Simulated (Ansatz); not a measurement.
Reaction (ligand exchange at the Sb–C bond): `FB(F)[CH2][SbH2]` + HI → `[SbH2][I]` + `CB(F)F`

Program: Ansatz. Geometries: PBE0-D4/def2-TZVP. ΔE: electronic, gas phase. CCSD(T)/CBS is the MP2 limit (def2-TZVPP, def2-QZVPP) plus CCSD(T) − MP2 in def2-TZVPP, frozen cores. Functionals use def2-TZVPP. B3LYP here is the variant with VWN-RPA as its local correlation; programs differ in this. HSE06 is defined as in plane-wave codes. def2 core potentials past Kr. For I, Sb outer-core shells are correlated without core-valence functions, which leaves a few kJ/mol of doubt a bond. Each species was taken in one conformer, which may not be the lowest.

(1) Is it downhill or uphill in electronic energy at CCSD(T)/CBS, and by how much? (Estimate.)

(2) What do these levels give: PBE-D4, revPBE, B3LYP, HSE06, CCSD/def2-TZVPP, HF/def2-QZVPP? (An estimate is asked.)

Largest T1 diagnostic among the species: 0.013.

## Answers

(1) Ansatz gave: Downhill: ΔE = -1.06 eV.

(2) Computed: PBE-D4 -1.06, revPBE -1.13, B3LYP -1.15, HSE06 -1.12, CCSD/def2-TZVPP -0.94, HF/def2-QZVPP -1.26 eV.

Leaving LDA and LC-ωPBE aside and taking each functional with its dispersion term where it has one, the values, not all of them listed here, spread over 0.14 eV, from BHLYP-D4 to revPBE-D4. LDA lies +0.10 eV from PBE without D4. In def2-TZVPP, CCSD(T) changes the Hartree–Fock value by +0.33 eV (the triples alone add +0.03 eV) and MP2 by +0.28 eV.
